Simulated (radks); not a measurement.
The numbers below are computed, except where a source is named.
How relativity changes the ionisation of the antimony ion Sb+ ([Kr] 4d10 5s2 5p2) to Sb2+ ([Kr] 4d10 5s2 5p1). Spin-unpolarised spherical Kohn-Sham, PBE, point nucleus unless stated (finite: rms radius 4.6802 fm), a radial shooting solver on a logarithmic mesh with Libxc functionals. A level marked "c x" has the speed of light scaled by that factor and shares open shells by 2j + 1; other Dirac levels either fill j = l - 1/2 first or share by 2j + 1.

level,E(Sb+) (hartree),E(Sb2+) (hartree),IE (eV),HOMO,<r> HOMO (bohr)
non-rel.,-6315.08647,-6314.49985,15.963,5p,2.693
scalar-rel.,-6481.14523,-6480.55840,15.968,5p,2.672
"scalar-rel., finite nucleus",-6480.96297,-6480.37614,15.969,5p,2.672
"Dirac, 2j+1 shares",-6483.19074,-6482.60316,15.989,5p3/2,2.705
"Dirac, low j first",-6483.22668,-6482.62456,16.384,5p1/2,2.613
"Dirac, 2j+1 shares, finite nucleus",-6483.00792,-6482.42033,15.989,5p3/2,2.705
"Dirac, c x 1.5",-6386.92105,-6386.33409,15.972,5p3/2,2.698
"Dirac, c x 5",-6321.37884,-6320.79220,15.963,5p3/2,2.693
"Dirac, c x 100",-6315.10216,-6314.51554,15.963,5p3/2,2.693

NIST Atomic Spectra Database: 16.63 eV (measured). The relativistic part of the total energy of Sb+ is -167.9 hartree (Dirac, 2j+1 shares, finite nucleus), 2.7 % of the non-relativistic value. Spin polarisation and multiplet splitting of open shells are left out at every level.

Beside tabulated values, note that relativity, absent from the non-relativistic runs, is large for the heavy elements, and spin-unpolarised runs miss the spin-polarisation part of the exchange energy of open shells.
